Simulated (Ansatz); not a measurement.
Reaction (hydrogen abstraction from the Si–H bond): `Cl[SiH](Cl)Cl` + H• → `Cl[Si](Cl)Cl`• + H₂

Computed with Ansatz on PBE0-D4/def2-TZVP structures; ΔE is electronic, products minus reactants. CBS: MP2 limit from def2 TZ/QZ plus the TZ coupled-cluster correction, frozen cores. This one scheme is used for every species, atoms too. Functionals use def2-TZVPP. Open shells (•) are unrestricted, without spin–orbit coupling.

| level | ΔE (kJ/mol) | difference from CCSD(T)/CBS |
| --- | --- | --- |
| revPBE-D4 | -73.6 | -22.9 |
| BLYP-D4 | -79.2 | -28.5 |
| B97M-V | -54.4 | -3.7 |
| PBE | -66.8 | -16.1 |
| r2SCAN | -68.9 | -18.2 |
| r2SCAN0 | -63.0 | -12.3 |
| BHLYP | -55.8 | -5.1 |
| CAM-B3LYP | -58.5 | -7.8 |
| LC-ωPBE | -47.1 | 3.6 |
| MP2/def2-SVP | -28.7 | 22.0 |
| CCSD(T)/def2-SVP | -40.6 | 10.1 |
| HF/def2-TZVPP | -25.5 | 25.2 |
| SCS-MP2/def2-TZVPP | -43.7 | 7.0 |
| CCSD/def2-TZVPP | -50.2 | 0.5 |
| MP2/def2-QZVPP | -39.4 | 11.3 |
| CCSD/CBS(def2) | -50.0 | 0.7 |
| CCSD(T)/CBS | -50.7 | 0 |

Largest T1 diagnostic among the species: 0.012.

Leaving LDA and LC-ωPBE aside and taking each functional with its dispersion term where it has one, the values, not all of them listed here, spread over 34.9 kJ/mol, from BLYP-D4 to PBE-QIDH. LDA lies +5.6 kJ/mol from PBE without D4. From BLYP to BHLYP (50 % exact exchange), in def2-TZVPP and without D4, ΔE moves by +25.6 kJ/mol.
